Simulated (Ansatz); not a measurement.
Species: C$_{6}$H$_{11}$, charge 0, multiplicity 2. It need not be the lowest isomer of its formula. 
Coordinates optimised at B3LYP-D3(BJ)/def2-TZVP (Ansatz, a quantum-chemistry and plane-wave program):
```
C
H 1 1.0961
C 1 1.5210 2 108.78
H 3 1.0923 1 111.37 2 -59.90
H 3 1.0923 4 107.72 1 -122.41
H 3 1.0934 4 107.80 5 -116.04
C 1 1.5375 2 107.78 3 -124.68
H 7 1.0910 1 112.69 2 46.80
H 7 1.0947 8 107.47 1 -120.22
C 7 1.5397 8 113.31 9 -121.32
H 10 1.0948 7 112.92 8 84.63
H 10 1.1010 11 105.68 7 120.76
C 10 1.4941 11 113.29 12 122.01
H 13 1.0808 10 124.21 11 -46.59
C 13 1.4914 14 124.38 10 179.99
H 15 1.0951 13 113.56 14 -45.16
H 15 1.1026 16 105.70 13 -122.35
```
Charge 0, spin multiplicity 2.

Total electronic energies in hartree. Cores are frozen in the correlated levels unless marked. Open shells are spin-unrestricted. No spin-orbit coupling. Non-relativistic unless marked X2C. CBS marks a two-point X^-3 extrapolation of the correlation energy; Hartree-Fock from the larger set. The bracket is a focal-point correction in the basis named.

```json
[
 {"level": "HF/6-31G", "program": "Ansatz", "energy (Eh)": "-233.48145"},
 {"level": "RI-HF/cc-pVQZ", "program": "Ansatz", "energy (Eh)": "-233.66783"},
 {"level": "PBE-D4/def2-TZVPD", "program": "Ansatz + dftd4", "energy (Eh)": "-234.96911"},
 {"level": "BLYP-D3(BJ)/def2-TZVPD", "program": "Ansatz + dftd3", "energy (Eh)": "-235.17462"},
 {"level": "B97M-V/def2-TZVPD", "program": "Ansatz", "energy (Eh)": "-235.29785"},
 {"level": "PBE0/STO-3G", "program": "Ansatz", "energy (Eh)": "-232.15006"},
 {"level": "PBE0-D4/def2-TZVPD", "program": "Ansatz + dftd4", "energy (Eh)": "-235.01371"},
 {"level": "PBE0/def2-QZVPP", "program": "Ansatz", "energy (Eh)": "-235.01828"},
 {"level": "BHLYP/def2-TZVPD", "program": "Ansatz", "energy (Eh)": "-235.14002"},
 {"level": "HSE06/def2-TZVPD", "program": "Ansatz", "energy (Eh)": "-234.98739"},
 {"level": "CAM-B3LYP-D4/def2-TZVPD", "program": "Ansatz + dftd4", "energy (Eh)": "[?]"},
 {"level": "wB97M-V/def2-TZVPD", "program": "Ansatz", "energy (Eh)": "-235.15688"},
 {"level": "B2PLYP-D4/def2-TZVPD", "program": "Ansatz + dftd4", "energy (Eh)": "-235.06237"},
 {"level": "B2PLYP/def2-TZVPD", "program": "Ansatz", "energy (Eh)": "-235.05291"},
 {"level": "PBE-QIDH/def2-TZVPD", "program": "Ansatz", "energy (Eh)": "-234.96171"},
 {"level": "MP2/6-31G*", "program": "Ansatz", "energy (Eh)": "-234.33340"},
 {"level": "MP2/cc-pwCVTZ", "program": "Ansatz", "energy (Eh)": "-234.67169"},
 {"level": "SCS-MP2/6-31G", "program": "Ansatz", "energy (Eh)": "-234.00721"},
 {"level": "SCS-MP2/cc-pwCVTZ", "program": "Ansatz", "energy (Eh)": "-234.67377"},
 {"level": "CCSD/cc-pVDZ", "program": "Ansatz", "energy (Eh)": "-234.49144"},
 {"level": "CCSD(T)/cc-pVDZ", "program": "Ansatz", "energy (Eh)": "-234.51979"},
 {"level": "X2C-CCSD(T)/cc-pVTZ-DK", "program": "Ansatz", "energy (Eh)": "-234.85114"},
 {"level": "RI-MP2/CBS(cc-pVTZ,cc-pVQZ)+[CCSD(T)-MP2]/cc-pVTZ", "program": "Ansatz", "energy (Eh)": "-234.8844"}
]
```

What belongs in the gaps?


- CAM-B3LYP-D4/def2-TZVPD, energy (Eh): -235.16092
